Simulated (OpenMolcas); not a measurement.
# Ag2+: moving or changing the point charges

Ag2+ among 6 point charges of -1.7 e arranged as an octahedron (Oh), 1.99 Å from the ion.
```
   1.9900    0.0000    0.0000  -1.70
   0.0000    1.9900    0.0000  -1.70
  -1.9900    0.0000    0.0000  -1.70
   0.0000   -1.9900    0.0000  -1.70
   0.0000    0.0000    1.9900  -1.70
   0.0000    0.0000   -1.9900  -1.70
```

- Program: OpenMolcas
- Method: CASSCF
- Basis: ANO-RCC-VTZP [7s6p4d2f1g]
- Scalar Hamiltonian: DKH2, point nucleus
- Active space: 9 electrons in 5 orbitals (4d)
- State averaging: 2S+1 = 2 even, 5 roots
- Spin-orbit coupling: state interaction with AMFI integrals over the reference wave functions

Runs around this geometry, states (labels of O, the rotations of Oh). Energies in cm-1 above the lowest state or level, χT in cm3 K/mol; 10Dq is the gap between the two states.

| R (Å) | q (e) | Ground state | First state of that spin | 10Dq | First gap with spin-orbit (degeneracies) | χT at 300 K |
| --- | --- | --- | --- | --- | --- | --- |
| 1.99 | -1.1 | 2E | 2T2 4200 | 4200 | 3257 (4, 2) | 0.923 |
| 1.91 | -1.7 | 2E | 2T2 7838 | 7838 | 6624 (4, 2) | 0.733 |
| 1.99 | -1.7 | 2E | 2T2 6484 | 6484 | 5345 (4, 2) | 0.789 |
| 2.15 | -1.7 | 2E | 2T2 4520 | 4520 | 3542 (4, 2) | 0.901 |

Taking |10Dq| as R^-n, n = -ln(4520 / 7838) / ln(2.15 / 1.91) = 4.7 between the shortest and longest distance. The point-charge formula for a cubic d site gives n = 5.

Scaling the charges by -1.1 / -1.7 = 0.65 scales |10Dq| by 4200 / 6484 = 0.65; with fixed orbitals a first-order splitting would follow the charge.

An orbital doublet at a regular site is open to a Jahn-Teller distortion, which this geometry leaves out. The ground term spreads over less than 5000 cm-1, several times less than with real ligands, so orbital moments are less quenched and χT lies further from the spin-only value than at real sites (holds for R = 1.99, q = -1.1; R = 2.15, q = -1.7). This is an electrostatic model: the charges have no orbitals. No measured value stands beside these numbers.
